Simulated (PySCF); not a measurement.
B(Me)(OMe)(NH2) (C2H8BNO), SMILES COB(C)N. Atoms are numbered in the order given.

```xyz
13

B      0.0477     0.4821     0.0000
C     -0.6778     1.8908     0.0000
H     -1.3389     1.9837    -0.8872
H     -1.3389     1.9837     0.8872
H      0.0168     2.7545     0.0000
O     -0.7688    -0.6382     0.0000
C     -0.2282    -1.9381     0.0000
H      0.3988    -2.1356    -0.9017
H     -1.0602    -2.6713     0.0000
H      0.3988    -2.1356     0.9017
N      1.4618     0.3631     0.0000
H      1.9687    -0.5209     0.0000
H      2.0704     1.1792     0.0000
```
Charge 0, spin multiplicity 1.

Coordinates come from a PBE-D3(BJ)/def2-SVP optimisation. One conformer was computed; it need not be the lowest.

Calculation: PySCF with PBE/def2-TZVP.

ESP charges are fitted to the potential on shells at 1.4 to 2.0 van der Waals radii. Atomic charges (e):

| atom | Mulliken | Löwdin | ESP fit |
|---|---|---|---|
| B1 | 0.27 | -0.88 | [?] |
| C2 | -0.45 | -0.27 | [?] |
| H3 | 0.13 | 0.15 | 0.21 |
| H4 | 0.13 | 0.15 | 0.21 |
| H5 | 0.10 | 0.14 | 0.22 |
| O6 | -0.26 | 0.33 | -0.37 |
| C7 | -0.24 | -0.34 | -0.22 |
| H8 | 0.11 | 0.11 | 0.09 |
| H9 | 0.13 | 0.12 | 0.13 |
| H10 | 0.11 | 0.11 | 0.09 |
| N11 | -0.49 | 0.04 | [?] |
| H12 | 0.22 | 0.17 | [?] |
| H13 | 0.23 | 0.18 | [?] |

Complete the blanks. (An estimate is asked for; the answer gives what the named calculation found.)


- B1, ESP fit: 0.87
- C2, ESP fit: -0.96
- N11, ESP fit: -1.07
- H12, ESP fit: 0.39
- H13, ESP fit: 0.40

Give the Mayer and Wiberg (Löwdin basis) orders of the bonds. (The exact figures need the calculation; the answer reports its results.)


| bond | Mayer | Wiberg |
|---|---|---|
| B1–C2 | 1.04 | 1.29 |
| C2–H3 | 0.95 | 0.86 |
| C2–H4 | 0.95 | 0.86 |
| C2–H5 | 0.95 | 0.87 |
| B1–O6 | 1.27 | 1.76 |
| O6–C7 | 0.98 | 1.46 |
| C7–H8 | 0.96 | 0.93 |
| C7–H9 | 0.97 | 0.93 |
| C7–H10 | 0.96 | 0.93 |
| B1–N11 | 1.29 | 1.79 |
| N11–H12 | 0.91 | 0.90 |
| N11–H13 | 0.92 | 0.90 |
